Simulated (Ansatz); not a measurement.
Geometry optimisation, RKS PBE0/6-31G in Ansatz.

input.yaml

```yaml
crystal:
  periodic: [false, false, false]
  atoms:
    - { symbol: F, position_ang: [-1.5021, -0.8025, 1.472] }
    - { symbol: Si, position_ang: [-0.8113, 0.5002, 0.7926] }
    - { symbol: C, position_ang: [0.812, -0.6286, -0.2802] }
    - { symbol: C, position_ang: [-0.1609, 0.1903, -0.8559] }
    - { symbol: Cl, position_ang: [0.2689, 1.5605, -1.8386] }
    - { symbol: H, position_ang: [0.047, 1.2156, 1.7856] }
    - { symbol: H, position_ang: [0.6429, -1.611, 0.1345] }
    - { symbol: H, position_ang: [1.7236, -0.1212, 0.2047] }
    - { symbol: H, position_ang: [-0.9317, -0.3497, -1.4319] }
basis:
  gaussian: { orbitals: "6-31G" }
hamiltonian:
  xc: pbe0
relax:
  f_tol: 0.02
  max_steps: 50
```

Run as:

```bash
$ ansatz run input.yaml --threads 1 --pin off --max-ram 2048MiB --backend cpu --events-out ev --progress --plain --runs-dir out
```

Task: Where does it end, and by what steps?

Result: The forces met the threshold. Limits of this set-up: no polarisation functions. After 12 steps the energy has fallen by 1.843 eV; Si2 moved furthest, 0.44 Å.

| step | energy less start (eV) | largest force component (eV/Å) | accepted |
| --- | --- | --- | --- |
| 0 | 0.0000 | 3.276 | yes |
| 1 | -0.7579 | 1.564 | yes |
| 2 | -1.0275 | 1.271 | yes |
| 3 | -1.1939 | 1.294 | yes |
| 4 | -1.5026 | 1.271 | yes |
| 5 | -1.6761 | 0.841 | yes |
| 6 | -1.7870 | 0.687 | yes |
| 7 | -1.7505 | 0.648 | no |
| 8 | -1.8371 | 0.111 | yes |
| 9 | -1.8399 | 0.081 | yes |
| 10 | -1.8426 | 0.036 | yes |
| 11 | -1.8418 | 0.070 | no |
| 12 | -1.8430 | 0.015 | yes |

```xyz
9
Properties=species:S:1:pos:R:3
F -1.782 -0.634 1.671
Si -0.508 0.246 0.984
C 0.800 -0.621 -0.055
C -0.246 0.174 -0.874
Cl 0.361 1.634 -1.811
H -0.240 1.460 1.799
H 0.808 -1.697 -0.210
H 1.803 -0.198 -0.012
H -0.905 -0.410 -1.509
```

Time of the run: 2.1 min on 1 thread of Intel(R) Xeon(R) Processor @ 2.50GHz (Skylake/Cascade Lake), on a shared host, peak memory 0.17 GiB.
